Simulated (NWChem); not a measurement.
Everything below was run with NWChem. System: sulfur difluoride (F2S), charge 0, spin multiplicity 1, at a geometry optimised with PBE0/def2-SVP. Level: RHF/6-311G** (spherical d).

Input file:

```
start mol
memory heap 200 mb stack 900 mb global 1100 mb
geometry units angstroms nocenter noautoz
  F      1.227542     0.000000    -0.491554
  S      0.000000     0.000000     0.552998
  F     -1.227542     0.000000    -0.491554
  symmetry group C2v
end
basis spherical
  * library 6-311g**
end
scf
  rhf
  nopen 0
  maxiter 100
  thresh 1e-7
  semidirect memsize 60000000 filesize 0
end
task scf energy
```

Output (cleaned and shortened):

```
             Northwest Computational Chemistry Package (NWChem) 7.3.0
             --------------------------------------------------------

                                NWChem Input Module
                                -------------------

 Scaling coordinates for geometry "geometry" by  1.889725989
 (inverse scale =  0.529177249)

 Turning off AUTOSYM since
 SYMMETRY directive was detected!

                             Geometry "geometry" -> ""
                             -------------------------

 Output coordinates in angstroms (scale by  1.889725989 to convert to a.u.)

  No.       Tag          Charge          X              Y              Z
 ---- ---------------- ---------- -------------- -------------- --------------
    1 F                    9.0000     1.22754200     0.00000000    -0.49155400
    2 S                   16.0000     0.00000000     0.00000000     0.55299800
    3 F                    9.0000    -1.22754200     0.00000000    -0.49155400

 Effective nuclear repulsion energy (a.u.)     112.0126917350

            Nuclear Dipole moment (a.u.)
            ----------------------------
        X                 Y               Z
 ---------------- ---------------- ----------------
     0.0000000000     0.0000000000    -0.0000075589

      Symmetry information
      --------------------

 Group name             C2v
 Group number             16
 Group order               4
 No. of unique centers     2

      Symmetry unique atoms

     1    2


 Summary of "ao basis" -> "" (spherical)
 ------------------------------------------------------------------------------
       Tag                 Description            Shells   Functions and Types
 ---------------- ------------------------------  ------  ---------------------
 *                          6-311g**                  on all atoms

 Summary of "ao basis" -> "ao basis" (spherical)
 ------------------------------------------------------------------------------
       Tag                 Description            Shells   Functions and Types
 ---------------- ------------------------------  ------  ---------------------
 F                          6-311g**                 8       18   4s3p1d
 S                          6-311g**                12       26   6s5p1d

                                 NWChem SCF Module
                                 -----------------

  ao basis        = "ao basis"
  functions       =    62
  atoms           =     3
  closed shells   =    17
  open shells     =     0
  charge          =   0.00
  wavefunction    = RHF
  use symmetry    = T
  symmetry adapt  = T

 Summary of "ao basis" -> "ao basis" (spherical)
 ------------------------------------------------------------------------------
       Tag                 Description            Shells   Functions and Types
 ---------------- ------------------------------  ------  ---------------------
 F                          6-311g**                 8       18   4s3p1d
 S                          6-311g**                12       26   6s5p1d

      Symmetry analysis of basis
      --------------------------

        a1         26
        a2          6
        b1         19
        b2         11

 Forming initial guess at       0.1s

      Superposition of Atomic Density Guess
      -------------------------------------

 Sum of atomic energies:        -596.28941949

      Non-variational initial energy
      ------------------------------

 Total energy =    -596.525639
 1-e energy   =   -1051.254379
 2-e energy   =     342.716048
 HOMO         =      -0.223609
 LUMO         =      -0.025356

      Symmetry analysis of molecular orbitals - initial
      -------------------------------------------------

  Numbering of irreducible representations:

     1 a1          2 a2          3 b1          4 b2

  Orbital symmetries:

     1 a1          2 a1          3 b1          4 a1          5 b1
     6 a1          7 b2          8 a1          9 b1         10 a1
    11 b1         12 a1         13 b2         14 a2         15 b1
    16 a1         17 b2         18 b1         19 a1         20 b2
    21 a1         22 b1         23 a1         24 a1         25 a2
    26 b2         27 a1

 Starting SCF solution at       0.3s

 ----------------------------------------------
         Quadratically convergent ROHF

 Convergence threshold     :          1.000E-07
 Maximum no. of iterations :          100
 Final Fock-matrix accuracy:          1.000E-09
 ----------------------------------------------

              iter       energy          gnorm     gmax       time
             ----- ------------------- --------- --------- --------
                 1     -596.3210668995  1.07D+00  2.47D-01      0.3
                 2     -596.3743169447  2.83D-01  7.48D-02      0.4
                 3     -596.3790782552  2.25D-02  6.46D-03      0.4
                 4     -596.3791361303  2.89D-04  1.07D-04      0.5
                 5     -596.3791361392  1.53D-08  3.84D-09      0.6

       Final RHF  results
       ------------------

         Total SCF energy =   -596.379136139180
      One-electron energy =  -1050.408434250999
      Two-electron energy =    342.016606376780
 Nuclear repulsion energy =    112.012691735039

        Time for solution =      0.2s

       Symmetry analysis of molecular orbitals - final
       -----------------------------------------------

  Numbering of irreducible representations:

     1 a1          2 a2          3 b1          4 b2

  Orbital symmetries:

     1 a1          2 b1          3 a1          4 a1          5 b1
     6 a1          7 b2          8 a1          9 b1         10 a1
    11 b1         12 a1         13 b2         14 a2         15 b1
    16 a1         17 b2         18 b1         19 a1         20 b2
    21 a1         22 b1         23 a1         24 a1         25 a2
    26 b2         27 a1

             Final eigenvalues
             -----------------

              1
    1  -92.1222
    2  -26.3389
    3  -26.3389
    4   -9.1139
    5   -6.7954
    6   -6.7936
    7   -6.7898
    8   -1.6626
    9   -1.6232
   10   -0.9898
   11   -0.7624
   12   -0.7419
   13   -0.7418
   14   -0.6995
   15   -0.6641
   16   -0.6017
   17   -0.4079
   18    0.0767
   19    0.1172
   20    0.2619
   21    0.3156
   22    0.3329
   23    0.5046
   24    0.8764
   25    0.9023
   26    0.9096
   27    1.0416

                       ROHF Final Molecular Orbital Analysis
                       -------------------------------------

 Vector   15  Occ=2.000000D+00  E=-6.640840D-01  Symmetry=b1
              MO Center= -1.6D-13, -1.4D-15, -4.6D-01, r^2= 2.0D+00
   Bfn.  Coefficient  Atom+Function         Bfn.  Coefficient  Atom+Function
  ----- ------------  ---------------      ----- ------------  ---------------
     7      0.294040  1 F  px                51      0.294040  3 F  px
    11      0.274140  1 F  px                55      0.274140  3 F  px
     3      0.192363  1 F  px                47      0.192363  3 F  px
     9      0.158183  1 F  pz                53     -0.158183  3 F  pz
    13      0.152395  1 F  pz                57     -0.152395  3 F  pz

 Vector   16  Occ=2.000000D+00  E=-6.017056D-01  Symmetry=a1
              MO Center= -1.0D-14,  1.6D-15,  2.3D-01, r^2= 2.1D+00
   Bfn.  Coefficient  Atom+Function         Bfn.  Coefficient  Atom+Function
  ----- ------------  ---------------      ----- ------------  ---------------
    24      0.411821  2 S  s                 23      0.305241  2 S  s
    36      0.293898  2 S  pz                13     -0.244795  1 F  pz
    57     -0.244795  3 F  pz                 9     -0.237241  1 F  pz
    53     -0.237241  3 F  pz                33      0.167778  2 S  pz
    22     -0.166499  2 S  s                  5     -0.156445  1 F  pz

 Vector   17  Occ=2.000000D+00  E=-4.079256D-01  Symmetry=b2
              MO Center= -1.3D-15, -1.1D-15,  4.6D-01, r^2= 1.6D+00
   Bfn.  Coefficient  Atom+Function         Bfn.  Coefficient  Atom+Function
  ----- ------------  ---------------      ----- ------------  ---------------
    35      0.654760  2 S  py                32      0.287138  2 S  py
    38      0.221204  2 S  py                29     -0.196629  2 S  py
    12     -0.180094  1 F  py                56     -0.180094  3 F  py

 Vector   18  Occ=0.000000D+00  E= 7.670358D-02  Symmetry=b1
              MO Center=  2.9D-15, -4.0D-17,  7.1D-01, r^2= 3.1D+00
   Bfn.  Coefficient  Atom+Function         Bfn.  Coefficient  Atom+Function
  ----- ------------  ---------------      ----- ------------  ---------------
    37      0.778549  2 S  px                34      0.490633  2 S  px
    10     -0.361041  1 F  s                 54      0.361041  3 F  s
    13     -0.204473  1 F  pz                57      0.204473  3 F  pz
    31      0.176886  2 S  px

 Vector   19  Occ=0.000000D+00  E= 1.172421D-01  Symmetry=a1
              MO Center= -7.2D-17,  1.0D-15,  3.9D-01, r^2= 3.4D+00
   Bfn.  Coefficient  Atom+Function         Bfn.  Coefficient  Atom+Function
  ----- ------------  ---------------      ----- ------------  ---------------
    39      0.845615  2 S  pz                24     -0.461477  2 S  s
    10      0.418173  1 F  s                 54      0.418173  3 F  s
    36      0.380909  2 S  pz                23     -0.283850  2 S  s
    11     -0.274897  1 F  px                55      0.274897  3 F  px
    33      0.155826  2 S  pz                22      0.150730  2 S  s

 Vector   20  Occ=0.000000D+00  E= 2.619096D-01  Symmetry=b2
              MO Center= -2.3D-17, -2.7D-16,  6.1D-01, r^2= 5.5D+00
   Bfn.  Coefficient  Atom+Function         Bfn.  Coefficient  Atom+Function
  ----- ------------  ---------------      ----- ------------  ---------------
    38      1.283843  2 S  py                35     -0.796025  2 S  py

 center of mass
 --------------
 x =   0.00000000 y =   0.00000000 z =  -0.02692676

 moments of inertia (a.u.)
 ------------------
          67.650454611919           0.000000000000           0.000000000000
           0.000000000000         272.114719333568           0.000000000000
           0.000000000000           0.000000000000         204.464264721650

  Mulliken analysis of the total density
  --------------------------------------

    Atom       Charge   Shell Charges
 -----------   ------   -------------------------------------------------------
    1 F    9     9.41   1.08  0.92  1.13  1.09  2.40  0.89  1.89  0.01
    2 S   16    15.19   0.78  1.19  0.95  1.04  1.18  0.71  1.84  4.06  0.88  2.09  0.31  0.17
    3 F    9     9.41   1.08  0.92  1.13  1.09  2.40  0.89  1.89  0.01

       Multipole analysis of the density wrt the origin
       ------------------------------------------------

     L   x y z        total         open         nuclear
     -   - - -        -----         ----         -------
     0   0 0 0     -0.000000      0.000000     34.000000

     1   1 0 0      0.000000      0.000000      0.000000
     1   0 1 0      0.000000      0.000000      0.000000
     1   0 0 1      0.788241      0.000000     -0.000008

     2   2 0 0    -17.883958      0.000000     96.859650
     2   1 1 0     -0.000000      0.000000      0.000000
     2   1 0 1      0.000000      0.000000      0.000000
     2   0 2 0    -17.120517      0.000000      0.000000
     2   0 1 1     -0.000000      0.000000      0.000000
     2   0 0 2    -15.709775      0.000000     33.004364

 Task  times  cpu:        0.6s     wall:        0.6s

 Total times  cpu:        0.6s     wall:        0.6s
```
